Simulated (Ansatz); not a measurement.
`c1ccc(-c2ccc(-c3ccc(-c4ccc(-c5ccc(-c6cccnc6)nc5)nc4)nc3)nc2)nc1`. Total charge 0; singlet. Geometry PBE-D4/def2-SVP; atoms count from 1.

Cartesian coordinates in Å:
```
C -8.275 -8.575 0.306
C -7.193 -8.832 -0.547
C -6.169 -7.883 -0.651
C -6.254 -6.691 0.106
C -5.209 -5.638 0.049
C -4.053 -5.722 -0.753
C -3.121 -4.682 -0.743
C -3.351 -3.553 0.076
C -2.414 -2.408 0.144
C -2.696 -1.310 0.985
C -1.811 -0.236 1.046
C -0.634 -0.260 0.259
C 0.355 0.841 0.268
C 0.222 2.010 1.046
C 1.205 2.998 0.991
C 2.330 2.815 0.153
C 3.413 3.817 0.041
C 3.434 5.036 0.750
C 4.500 5.922 0.581
C 5.550 5.585 -0.304
C 6.715 6.475 -0.537
C 6.880 7.723 0.099
C 8.013 8.494 -0.184
C 8.954 7.993 -1.098
N 8.821 6.808 -1.716
C 7.734 6.078 -1.439
N 5.534 4.417 -0.986
C 4.514 3.577 -0.820
N 2.462 1.695 -0.595
C 1.519 0.757 -0.538
N -0.360 -1.311 -0.547
C -1.212 -2.333 -0.599
N -4.459 -3.468 0.848
C -5.343 -4.465 0.832
N -7.302 -6.452 0.926
C -8.274 -7.364 1.019
H -9.101 -9.293 0.418
H -7.143 -9.765 -1.128
H -5.315 -8.072 -1.316
H -3.868 -6.597 -1.393
H -2.222 -4.754 -1.371
H -3.623 -1.336 1.577
H -2.036 0.615 1.703
H -0.650 2.158 1.700
H 1.094 3.906 1.600
H 2.621 5.304 1.441
H 4.508 6.869 1.137
H 6.132 8.099 0.812
H 8.166 9.471 0.298
H 9.860 8.577 -1.343
H 7.627 5.106 -1.948
H 4.533 2.633 -1.390
H 1.658 -0.143 -1.160
H -0.921 -3.153 -1.280
H -6.235 -4.365 1.473
H -9.108 -7.120 1.702
```

Single mean-field runs in def2-SVP are fitted with def2-universal-jkfit.

(1) Estimate the Mulliken populations of the heavy atoms from the PBE0/def2-SVP orbitals of Ansatz.

(2) And the Mayer bond orders between heavy atoms (over 0.3, the first 40 of 41)?

## Answers

(1) 
| atom | charge (e) |
| --- | --- |
| C1 | -0.06 |
| C2 | 0.03 |
| C3 | -0.05 |
| C4 | 0.05 |
| C5 | -0.04 |
| C6 | 0.02 |
| C7 | -0.05 |
| C8 | 0.05 |
| C9 | -0.04 |
| C10 | 0.04 |
| C11 | -0.04 |
| C12 | 0.06 |
| C13 | -0.04 |
| C14 | 0.02 |
| C15 | -0.05 |
| C16 | 0.06 |
| C17 | -0.04 |
| C18 | 0.02 |
| C19 | -0.05 |
| C20 | 0.06 |
| C21 | -0.06 |
| C22 | 0.01 |
| C23 | -0.06 |
| C24 | 0.05 |
| N25 | -0.18 |
| C26 | 0.08 |
| N27 | -0.17 |
| C28 | 0.09 |
| N29 | -0.17 |
| C30 | 0.09 |
| N31 | -0.18 |
| C32 | 0.05 |
| N33 | -0.18 |
| C34 | 0.09 |
| N35 | -0.18 |
| C36 | 0.06 |
Mulliken values depend strongly on the basis.

(2) C1–C2 1.41 (1.40 Å); C1–C36 1.37 (1.41 Å); C2–C3 1.43 (1.40 Å); C3–C4 1.37 (1.41 Å); C4–C5 1.02 (1.48 Å); C4–N35 1.51 (1.35 Å); C5–C6 1.38 (1.41 Å); C5–C34 1.34 (1.42 Å); C6–C7 1.45 (1.40 Å); C7–C8 1.35 (1.41 Å); C8–C9 1.02 (1.48 Å); C8–N33 1.50 (1.35 Å); C9–C10 1.38 (1.41 Å); C9–C32 1.33 (1.42 Å); C10–C11 1.42 (1.39 Å); C11–C12 1.34 (1.42 Å); C12–C13 1.03 (1.48 Å); C12–N31 1.49 (1.35 Å); C13–C14 1.38 (1.41 Å); C13–C30 1.33 (1.42 Å); C14–C15 1.44 (1.40 Å); C15–C16 1.35 (1.41 Å); C16–C17 1.03 (1.48 Å); C16–N29 1.49 (1.35 Å); C17–C18 1.38 (1.41 Å); C17–C28 1.33 (1.42 Å); C18–C19 1.45 (1.40 Å); C19–C20 1.35 (1.41 Å); C20–C21 1.02 (1.48 Å); C20–N27 1.50 (1.35 Å); C21–C22 1.40 (1.41 Å); C21–C26 1.35 (1.42 Å); C22–C23 1.43 (1.40 Å); C23–C24 1.39 (1.40 Å); C24–N25 1.50 (1.34 Å); N25–C26 1.52 (1.34 Å); N27–C28 1.53 (1.33 Å); N29–C30 1.53 (1.33 Å); N31–C32 1.55 (1.33 Å); N33–C34 1.53 (1.33 Å).
